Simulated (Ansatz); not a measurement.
Consider the ligand exchange at the Si–Br bond: `[SiH3][SiH2]Br` + `[SH][GeH3]` → `[SiH3][SiH2][S][GeH3]` + HBr.

Computed with Ansatz on PBE0-D4/def2-TZVP structures; ΔE is electronic, products minus reactants. CCSD(T)/CBS is the MP2 limit (def2-TZVPP, def2-QZVPP) plus CCSD(T) − MP2 in def2-TZVPP, frozen cores. Functionals use def2-TZVPP. B3LYP here is the variant with VWN-RPA as its local correlation; programs differ in this. For Br, Ge outer-core shells are correlated without core-valence functions, which leaves a few kJ/mol of doubt a bond. Scalar relativity is left out up to krypton. Each species was taken in one conformer, which may not be the lowest.

`[SiH3][SiH2]Br`:

```xyz
8

Si   -0.531    1.003   -0.430
Si    0.616   -0.916    0.250
Br   -0.360   -1.695    2.099
H     0.093    1.551   -1.665
H    -0.467    2.022    0.648
H    -1.950    0.658   -0.707
H     0.563   -1.992   -0.772
H     2.035   -0.631    0.578
```

`[SH][GeH3]`:

```xyz
6

S    -0.782    0.372   -1.488
Ge    0.376    0.116    0.394
H    -1.523   -0.734   -1.309
H     1.150   -1.211    0.370
H    -0.563    0.151    1.610
H     1.342    1.305    0.424
```

`[SiH3][SiH2][S][GeH3]`:

Z-matrix (Å, degrees):
```
Si
Si 1 2.341
H 1 1.489 2 110.5
H 1 1.487 2 109.5 3 120.2
H 1 1.487 2 110.3 3 -120.0
S 2 2.141 1 111.8 3 -179.4
H 2 1.490 1 110.4 3 57.7
H 2 1.487 1 110.1 3 -62.3
Ge 6 2.226 2 99.3 1 -75.3
H 9 1.533 6 105.3 2 -176.8
H 9 1.536 6 110.3 2 63.7
H 9 1.536 6 109.4 2 -57.3
```

HBr:

```xyz
2

Br    0.380    0.504    0.325
H    -0.380   -0.504   -0.325
```

| level | ΔE (kJ/mol) | difference from CCSD(T)/CBS |
| --- | --- | --- |
| PBE-D4 | 22.9 | -4.5 |
| r2SCAN-D4 | 27.8 | 0.4 |
| PBE0-D4 | 25.3 | -2.1 |
| B3LYP-D4 | 26.6 | -0.8 |
| ωB97X-V | 30.1 | 2.7 |
| B2PLYP | 33.0 | 5.6 |
| PBE | 29.6 | 2.2 |
| r2SCAN | 29.9 | 2.5 |
| B3LYP | 37.3 | 9.9 |
| HF/def2-TZVPP | 46.2 | 18.8 |
| SCS-MP2/def2-TZVPP | 29.1 | 1.7 |
| CCSD/def2-TZVPP | 29.7 | 2.3 |
| CCSD(T)/def2-TZVPP | 26.2 | -1.2 |
| MP2/def2-QZVPP | 26.3 | -1.1 |
| SCS-MP2/def2-QZVPP | 29.8 | 2.4 |
| CCSD/CBS(def2) | 31.0 | 3.6 |
| CCSD(T)/CBS | 27.4 | 0 |

Largest T1 diagnostic among the species: 0.012.

The D4 term adds −10.6 kJ/mol with B3LYP and −6.2 kJ/mol with PBE0; it sums over pairs of atoms, weighted by their polarisabilities, and B3LYP, whose exchange is more repulsive, gets the larger term. In def2-TZVPP, CCSD(T) changes the Hartree–Fock value by −20.0 kJ/mol (the triples alone add −3.6 kJ/mol) and MP2 by −20.7 kJ/mol.
